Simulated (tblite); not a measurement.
Compound: C₆H₈ClO (doublet state).
Numbering: `[OH:1][C@@:2]12[CH:3][C@@H:4]([Cl:5])[CH2:6][C@@H:7]1[CH2:8]2` (hydrogens: H9 on O1; H10 on C3; H11 on C4; H12, H13 on C6; H14 on C7; H15, H16 on C8)

Computed with GFN2-xTB (tblite), gas phase: L-BFGS steps from a force-field or distance-geometry start until the largest atomic force falls under 0.01 eV/Å.

The end geometry, which sets the zero of energy:
```
atom  x, y, z in Å
O1     -1.3043    1.7250    0.9726
C2     -0.7128    0.7426    0.1993
C3      0.4166    1.0405   -0.6562
C4      1.3784   -0.0364   -0.6722
Cl5     2.8696    0.5041    0.3889
C6      0.7295   -1.2443    0.0106
C7     -0.5285   -0.7102    0.6663
C8     -1.6492   -0.3691   -0.2562
H9     -0.6174    2.2454    1.4058
H10     0.6356    2.0302   -1.0121
H11     1.8760   -0.2400   -1.6175
H12     1.4012   -1.6934    0.7400
H13     0.4892   -2.0014   -0.7387
H14    -0.7491   -0.9862    1.6850
H15    -1.5993   -0.6866   -1.2859
H16    -2.6431   -0.3114    0.1591
```

Task: These geometries come from the run, each turned onto the end geometry. Order them by energy, lowest first.
A.
```
atom  x, y, z in Å
O1     -1.3554    1.6491    1.0942
C2     -0.7030    0.7258    0.2882
C3      0.4492    1.0732   -0.5003
C4      1.3580   -0.0442   -0.6727
Cl5     3.0156    0.3565    0.1326
C6      0.7448   -1.2498    0.0547
C7     -0.5466   -0.7495    0.6749
C8     -1.6147   -0.3606   -0.2927
H9     -0.7436    2.4504    1.1959
H10     0.6689    2.0683   -0.8388
H11     1.6716   -0.2340   -1.7000
H12     1.4300   -1.6115    0.8205
H13     0.5658   -2.0652   -0.6494
H14    -0.8149   -1.0746    1.6682
H15    -1.4955   -0.6171   -1.3334
H16    -2.6376   -0.3081    0.0468
```
B.
```
atom  x, y, z in Å
O1     -1.3281    1.7220    0.9867
C2     -0.7111    0.7515    0.2166
C3      0.4208    1.0522   -0.6343
C4      1.3675   -0.0434   -0.6838
Cl5     2.9113    0.4765    0.2891
C6      0.7300   -1.2404    0.0323
C7     -0.5295   -0.7024    0.6769
C8     -1.6264   -0.3659   -0.2740
H9     -0.6605    2.2642    1.4273
H10     0.6578    2.0479   -0.9612
H11     1.8135   -0.2671   -1.6517
H12     1.4088   -1.6710    0.7664
H13     0.4769   -2.0161   -0.6929
H14    -0.7776   -0.9911    1.6855
H15    -1.5286   -0.6686   -1.3055
H16    -2.6324   -0.3394    0.1114
```
C.
```
atom  x, y, z in Å
O1     -1.3080    1.6408    1.1419
C2     -0.6877    0.7240    0.3061
C3      0.4534    1.0702   -0.5011
C4      1.3636   -0.0474   -0.6727
Cl5     3.0110    0.3614    0.1462
C6      0.7449   -1.2558    0.0446
C7     -0.5392   -0.7513    0.6746
C8     -1.6134   -0.3521   -0.2812
H9     -0.8388    2.4815    1.0923
H10     0.6838    2.0699   -0.8187
H11     1.6898   -0.2365   -1.6956
H12     1.4262   -1.6357    0.8045
H13     0.5504   -2.0601   -0.6672
H14    -0.8089   -1.0904    1.6622
H15    -1.5055   -0.6006   -1.3251
H16    -2.6292   -0.3089    0.0782
```
D.
```
atom  x, y, z in Å
O1     -1.3152    1.7261    0.9756
C2     -0.7140    0.7480    0.2051
C3      0.4216    1.0497   -0.6399
C4      1.3705   -0.0404   -0.6797
Cl5     2.8997    0.4928    0.3151
C6      0.7296   -1.2396    0.0271
C7     -0.5343   -0.7054    0.6712
C8     -1.6400   -0.3663   -0.2698
H9     -0.6376    2.2270    1.4438
H10     0.6578    2.0400   -0.9824
H11     1.8244   -0.2602   -1.6437
H12     1.4066   -1.6628    0.7665
H13     0.4991   -2.0172   -0.7042
H14    -0.7688   -0.9827    1.6867
H15    -1.5607   -0.6830   -1.2977
H16    -2.6464   -0.3172    0.1152
```
E.
```
atom  x, y, z in Å
O1     -1.0799    1.5798    1.2906
C2     -0.6263    0.7470    0.2902
C3      0.5087    1.0571   -0.5645
C4      1.4528   -0.0634   -0.6457
Cl5     2.9697    0.3846    0.3046
C6      0.7695   -1.2732    0.0027
C7     -0.4960   -0.7218    0.6331
C8     -1.6403   -0.2934   -0.2346
H9     -1.3204    2.4492    0.9708
H10     0.6882    2.0299   -0.9819
H11     1.8124   -0.2815   -1.6561
H12     1.3792   -1.7778    0.7524
H13     0.5105   -2.0054   -0.7602
H14    -0.6728   -1.0275    1.6474
H15    -1.6454   -0.5308   -1.2848
H16    -2.6175   -0.2639    0.2247
```

Result: D (0.002 eV), B (0.007 eV), C (0.044 eV), A (0.087 eV), E (0.170 eV).

In the order of the answer:

```tsv
step	E above end (eV)	largest force (eV/Å)	rms force component (eV/Å)	rms distance from end (Å)	rms bond change (Å)	bond most changed (Å)
113	0.002	0.05	0.014	0.037	0.002	C4–Cl5 -0.008
108	0.007	0.10	0.029	0.051	0.003	C4–Cl5 -0.011
86	0.044	0.09	0.023	0.181	0.008	C4–Cl5 -0.024
81	0.087	1.90	0.380	0.164	0.014	O1–H9 +0.049
2	0.170	0.49	0.172	0.255	0.018	C4–Cl5 -0.063
```

The cost below is that of the whole relaxation. Time: 1.1 s. Hardware: one thread of an AMD EPYC 7B13, on a shared host.
